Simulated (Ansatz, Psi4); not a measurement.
Molecule: disulfane, H2S2, net charge 0, singlet state. SMILES: SS
Geometry from a B3LYP-D3(BJ)/def2-TZVP (Ansatz, an electronic-structure program) optimisation:
```xyz
4

S     -0.9222     0.0561     0.4718
S      0.9228     0.0543    -0.4709
H     -1.5351    -0.8736    -0.2871
H      1.5259    -0.8942     0.2724
```
Charge 0, spin multiplicity 1.

Property: enthalpy of formation at 298 K, in kcal/mol. Set-up: spin-orbit terms left out; frozen cores in correlated levels; six Cartesian d functions in 6-31G* and its kin unless marked 5d; non-relativistic; UHF or UKS for open shells; no dispersion term unless named; 6-311+G** with 5d, 6d on Na to Ar in Ansatz. CBS marks a two-point X^-3 extrapolation of the correlation energy; Hartree-Fock from the larger set. First-principles rows: single points at B3LYP-D3(BJ) geometries (Ansatz), with unscaled harmonic terms from B3LYP/6-31G* at its own minima, enthalpies of formation by atomisation with measured atoms.

Coupled cluster (Ansatz) is a level with limits of its own, used here on species with T1 under 0.025 (0.045 for open shells) and stable references: CCSD(T)/CBS(def2-TZVPPD,def2-QZVPPD).

Value to compare with, CCSD(T)/CBS(def2-TZVPPD,def2-QZVPPD) (Ansatz): 2.4 kcal/mol.

```json
[
 {"level": "HF/STO-3G", "program": "Ansatz", "enthalpy of formation at 298 K (kcal/mol)": "58.4", "difference": "56.0"},
 {"level": "HF/6-311+G**", "program": "Ansatz", "enthalpy of formation at 298 K (kcal/mol)": "98.2", "difference": "95.8"},
 {"level": "BLYP/6-31G*", "program": "Ansatz", "enthalpy of formation at 298 K (kcal/mol)": "17.6", "difference": "15.2"},
 {"level": "B3LYP/STO-3G", "program": "Ansatz", "enthalpy of formation at 298 K (kcal/mol)": "-39.1", "difference": "-41.5"},
 {"level": "B3LYP/6-31G*", "program": "Ansatz", "enthalpy of formation at 298 K (kcal/mol)": "18.2", "difference": "15.8"},
 {"level": "B3LYP/6-31G**", "program": "Ansatz", "enthalpy of formation at 298 K (kcal/mol)": "14.3", "difference": "11.9"},
 {"level": "B3LYP/6-311+G**", "program": "Ansatz", "enthalpy of formation at 298 K (kcal/mol)": "16.6", "difference": "14.2"},
 {"level": "PBE0/6-311+G**", "program": "Ansatz", "enthalpy of formation at 298 K (kcal/mol)": "14.6", "difference": "12.2"},
 {"level": "wB97X-D/6-31G*", "program": "Psi4", "enthalpy of formation at 298 K (kcal/mol)": "14.4", "difference": "12.0"},
 {"level": "MP2/STO-3G", "program": "Ansatz", "enthalpy of formation at 298 K (kcal/mol)": "28.0", "difference": "25.6"},
 {"level": "wB97X-V/def2-TZVPD", "program": "Ansatz", "enthalpy of formation at 298 K (kcal/mol)": "0.2", "difference": "-2.2"}
]
```

Among the 10 habitual levels, HF/6-311+G** lies farthest from CCSD(T)/CBS(def2-TZVPPD,def2-QZVPPD) (Ansatz) (95.8 kcal/mol); 9 of 10 lie above it, and their mean absolute difference is 30.0 kcal/mol, the median 15.5. One case shows no general order.

The levels are drawn from those run, B3LYP/6-31G* more often than the rest, none by its result; runs whose electronic state is in doubt are left out.
